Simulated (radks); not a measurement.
Spherical quantum dot in the effective-mass picture: electrons in a hard-walled sphere of radius 2.69, with a point charge +1 (a donor) at the centre, all in effective atomic units (hartree* = m*/eps^2 hartree, bohr* = eps/m* bohr), one dielectric constant everywhere. Calculated with a radial shooting solver with Libxc functionals: non-relativistic Kohn-Sham, LDA (Slater exchange, Perdew-Wang correlation), spin-polarised, spherical densities. Levels are named by radial order and angular momentum (1s, 1p, 1d, 2s, ...), and open shells are averaged over m.

N = 40, configuration 1s2 1p6 1d10 2s2 1f14 1g(up 6, down 0). This is the lowest configuration that the search found. Occupied and some empty levels:

level,occupation,eigenvalue (hartree*),<r> (bohr*)
1s up,1,19.085,1.826
1s down,1,19.151,1.816
1p up,3,19.443,1.910
1p down,3,19.515,1.905
1d up,5,20.047,1.967
1d down,5,20.123,1.965
1f up,7,20.877,2.015
1f down,7,20.956,2.013
2s up,1,21.221,1.080
2s down,1,21.240,1.084
1g up,6,21.917,2.054
1g down,0,21.997,2.053
2p up,0,22.692,1.375
2p down,0,22.722,1.375
1h up,0,23.154,2.089
1h down,0,23.235,2.088
2d up,0,24.162,1.525
2d down,0,24.199,1.523
3s up,0,24.287,1.259
3s down,0,24.318,1.261

Energy (hartree*): total 453.466, kinetic 126.33, external -22.662, Hartree 378.18, exchange-correlation -28.379.
